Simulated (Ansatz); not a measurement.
Consider the cleavage of the Al–B bond: `[OH][AlH][BH][SeH]` + `OCF` → `[OH][AlH][O]CF` + `B[SeH]`.

Program: Ansatz. Geometries: PBE0-D4/def2-TZVP. ΔE: electronic, gas phase. CBS: MP2 limit from def2 TZ/QZ plus the TZ coupled-cluster correction, frozen cores. DFT in def2-TZVPP. B3LYP here is the variant with VWN-RPA as its local correlation; programs differ in this. HSE06 is defined as in plane-wave codes. For Se outer-core shells are correlated without core-valence functions, which leaves a few kJ/mol of doubt a bond. Scalar relativity is left out up to krypton. One conformer a species, not always the lowest.

Is it downhill or uphill in electronic energy at CCSD(T)/CBS, and by how much? (Estimate.)

The calculation gave: Downhill: ΔE = -156.0 kJ/mol.

What do these levels give: B3LYP-D4, PBE-QIDH, BLYP, HSE06, MP2/def2-QZVPP, MP2/CBS(def2)? (An estimate is asked.)

Ansatz gave: B3LYP-D4 -161.5, PBE-QIDH -155.0, BLYP -159.9, HSE06 -145.2, MP2/def2-QZVPP -164.6, MP2/CBS(def2) -163.7 kJ/mol.

Largest T1 diagnostic among the species: 0.014.

Leaving LDA and LC-ωPBE aside and taking each functional with its dispersion term where it has one, the values, not all of them listed here, spread over 28.8 kJ/mol, from BHLYP-D4 to PBE-D4. From BLYP to BHLYP (50 % exact exchange), in def2-TZVPP and without D4, ΔE moves by −11.2 kJ/mol.
